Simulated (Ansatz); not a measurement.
BiH3O (SMILES [OH][BiH2]) moved off its minimum; all values from Ansatz (a quantum-chemistry and plane-wave program), cores frozen in correlated methods. Elements past Kr take the def2 small-core potentials, without spin–orbit coupling.
(charge 0, multiplicity 1)
```xyz
5

Bi    -0.00154    -0.10594     0.20605
H     -1.52153     0.11563    -0.89255
H      0.45609    -1.52355    -0.89837
O      0.94962     1.34904    -1.03275
H      1.46765     1.86069    -0.44556
```

Forces at r2SCAN/def2-TZVPP (eV/Å):

```json
[
 {"atom": "Bi1", "Fx": "-0.506", "Fy": "0.183", "Fz": "-1.671"},
 {"atom": "H2", "Fx": "0.630", "Fy": "-0.215", "Fz": "0.743"},
 {"atom": "H3", "Fx": "-0.063", "Fy": "0.436", "Fz": "0.405"},
 {"atom": "O4", "Fx": "-1.007", "Fy": "-1.335", "Fz": "-0.355"},
 {"atom": "H5", "Fx": "0.945", "Fy": "0.930", "Fz": "0.878"}
]
```

Problem. Give the forces (eV/Å), the total energy and the dipole at CCSD(T)/def2-TZVPPD.

Solution. 
| atom | Fx | Fy | Fz |
|---|---|---|---|
| Bi1 | -0.553 | 0.098 | -1.547 |
| H2 | 0.568 | -0.190 | 0.712 |
| H3 | -0.031 | 0.388 | 0.378 |
| O4 | -0.956 | -1.271 | -0.387 |
| H5 | 0.973 | 0.976 | 0.844 |
Energy -290.5805 hartree, dipole 3.21 D.
